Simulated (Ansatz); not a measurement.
Cd9Te9H24, relaxed as a singlet with RKS r2SCAN-D4/def2-SVP in Ansatz, starting from the GFN1-xTB geometry. Force threshold 0.03 eV/Å.

In the def2 sets Cd, Te take a core potential; there is no spin–orbit coupling. Single mean-field runs in def2-SVP are fitted with def2-universal-jkfit.

Start:

```xyz
42

Cd   -6.040   -0.071   -0.366
Te   -4.425   -2.446   -1.595
Te   -3.247    0.872    0.309
Cd   -2.003   -0.496    2.507
Cd   -1.463   -3.095   -1.797
Te   -0.664   -2.640    0.914
Te    0.362    0.976    3.211
Cd    1.648    0.145    5.818
Cd    2.170   -2.992    1.122
Te    2.587   -2.245    4.037
Cd   -1.762    1.954   -1.900
Te   -0.465   -0.595   -2.769
Te    0.584    3.221   -0.830
Cd    2.173    2.063    1.264
Cd    2.389   -0.731   -2.945
Te    2.826   -0.501   -0.125
Cd    2.115    4.931   -2.797
Te    3.007    2.113   -3.814
H    -6.606   -0.849    0.999
H    -6.451    0.697   -1.790
H    -5.042   -3.852   -1.089
H    -4.939   -2.746   -3.099
H    -3.569    2.274    1.070
H    -2.933   -1.178    3.687
H    -1.305   -4.528   -2.584
H    -1.202   -3.997    1.629
H    -0.360    2.366    3.649
H     0.465   -0.653    6.682
H     3.100    0.967    5.895
H     2.953   -4.408    0.835
H     2.280   -3.644    4.789
H     4.177   -2.481    4.218
H    -2.558    2.635   -3.172
H    -0.877   -0.683   -4.339
H    -0.163    4.362    0.058
H     3.565    2.804    1.752
H     3.210   -1.761   -3.931
H     4.450   -0.539   -0.058
H     1.040    5.295   -4.021
H     3.532    5.364   -2.027
H     2.825    2.021   -5.418
H     4.615    2.072   -3.979
```

**Question.** Estimate the energy that the relaxation releases and the steps that it takes.

**Answer.** 132.8 kJ/mol, in 8 steps; 60 s on 4 threads of AMD EPYC 7R13 on a shared host and a share (37 GiB) of an NVIDIA H100 80GB HBM3. No frequencies were taken in this run, so the end may be a saddle point.

**Question.** Does the start keep its bonding and symmetry?

**Answer.** Bonds lost: Cd1–Te2, Cd8–Te10, Cd17–Te18 (atoms count from 1). Point group C3v at the start, C3v at the end, both within 0.05 Å.

**Question.** Predict the relaxed structure.

**Answer.** 
Cartesian coordinates in Å:
```
Cd -6.553 0.045 -0.331
Te -4.318 -2.457 -1.595
Te -3.303 0.910 0.326
Cd -2.109 -0.364 2.633
Cd -1.284 -3.221 -1.858
Te -0.663 -2.584 0.913
Te 0.356 1.010 3.270
Cd 1.720 0.274 6.325
Cd 2.196 -3.125 0.941
Te 2.568 -2.263 3.937
Cd -1.864 2.135 -1.865
Te -0.467 -0.565 -2.723
Te 0.580 3.288 -0.831
Cd 2.150 2.243 1.363
Cd 2.406 -0.958 -2.961
Te 2.777 -0.477 -0.115
Cd 2.221 5.424 -2.947
Te 2.979 2.019 -3.777
H -6.741 -0.786 1.119
H -6.580 0.838 -1.814
H -4.742 -3.996 -1.114
H -4.635 -2.858 -3.183
H -3.609 2.348 1.109
H -3.005 -1.243 3.778
H -1.177 -4.698 -2.673
H -1.164 -4.024 1.585
H -0.390 2.438 3.695
H 0.376 -0.596 6.839
H 3.143 1.115 6.015
H 3.018 -4.583 0.702
H 2.248 -3.800 4.500
H 4.200 -2.604 3.911
H -2.621 2.681 -3.284
H -0.845 -0.735 -4.336
H -0.194 4.439 0.093
H 3.680 2.850 1.784
H 3.272 -1.970 -4.003
H 4.439 -0.592 -0.090
H 0.960 5.468 -4.059
H 3.579 5.534 -1.961
H 2.776 1.693 -5.400
H 4.618 1.746 -3.919
```
Bond lengths (bridged metal pairs left out): 18 × Cd–Te 2.89 to 3.16 Å; 12 × Cd–H 1.68 to 1.70 Å; 12 × H–Te 1.67 Å.
